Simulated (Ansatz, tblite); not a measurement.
Forces on the cluster MoAu₄⁻ at its r2SCAN-D4/def2-SVPD geometry. Total charge -1; doublet.

In the def2 sets Au, Mo take a core potential; there is no spin–orbit coupling. The xTB rows come from tblite. At PBE-D4/def2-TZVPD the charge -1 doublet is spin-contaminated (final ⟨S²⟩ up to 1.76, 0.75 for a pure state). No other spin state of charge -1 was run. The geometry of the doublet was relaxed on an unsound state (⟨S²⟩ 1.77, where a pure state has 0.75). Another isomer (doublet) lies 0.09 eV lower at PBE0-D4/def2-TZVPD; other spin states weren't run for this one.

GFN1-xTB (tblite), largest force 1.10 eV/Å:

```xyz
5
positions Å, forces eV/Å
Mo    0.013   -0.077   -0.386   -0.017    0.113    0.486
Au    0.335   -2.542   -0.943   -0.254    1.050    0.098
Au    0.689   -0.946    1.944    0.015    0.241   -0.647
Au   -0.825    1.643    1.334    0.031   -0.483   -0.491
Au   -0.213    1.921   -1.949    0.224   -0.921    0.554
```

GFN2-xTB (tblite), largest force 0.76 eV/Å:

```
Mo 0.009 -0.074 -0.426
Au -0.376 0.582 -0.271
Au 0.509 0.091 0.337
Au -0.532 0.056 0.309
Au 0.390 -0.655 0.051
```

PBE-D4/def2-TZVPD (Ansatz), largest force 0.04 eV/Å:

```
Mo 0.004 -0.002 -0.008
Au -0.025 0.022 -0.011
Au 0.034 0.005 0.009
Au -0.036 -0.001 0.009
Au 0.023 -0.024 0.000
```
